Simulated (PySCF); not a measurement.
The same gas-phase reaction for Zn, Cd, Hg:
- ZnCl2 + 2 BrCl → ZnBr2 + 4 Cl
- CdCl2 + 2 BrCl → CdBr2 + 4 Cl
- HgCl2 + 2 BrCl → HgBr2 + 4 Cl

Method: PySCF energies plus ideal-gas RRHO corrections (1 bar). † marks an energy on the PBE0/def2-TZVP geometry and frequencies; other levels use their own. Open shells (unrestricted): Cl (multiplicity 2); the rest are closed-shell singlets. Spin-orbit splitting is ignored; it lowers the true energy and changes the entropy of Cl. Cd, Hg: scalar-relativistic def2 core potential, no spin-orbit coupling. Br, Zn: all electrons, no relativistic terms.

ΔH°(298 K) in kJ, by level:

```
level                  Zn     Cd     Hg
------------------  -----  -----  -----
ωB97M-V/def2-TZVP†      ?  535.7  530.0
PBE0/def2-TZVP          ?  525.7  520.2
PBE0/def2-SVP†      496.1  491.3  482.2
r2SCAN/def2-TZVP†       ?  527.9  522.1
HF/def2-TZVP†           ?  182.8  176.2
```

**Question.** What belongs in the gaps?

**Answer.** 
- ωB97M-V/def2-TZVP†, Zn: 551.6
- PBE0/def2-TZVP, Zn: 541.5
- r2SCAN/def2-TZVP†, Zn: 543.8
- HF/def2-TZVP†, Zn: 199.3
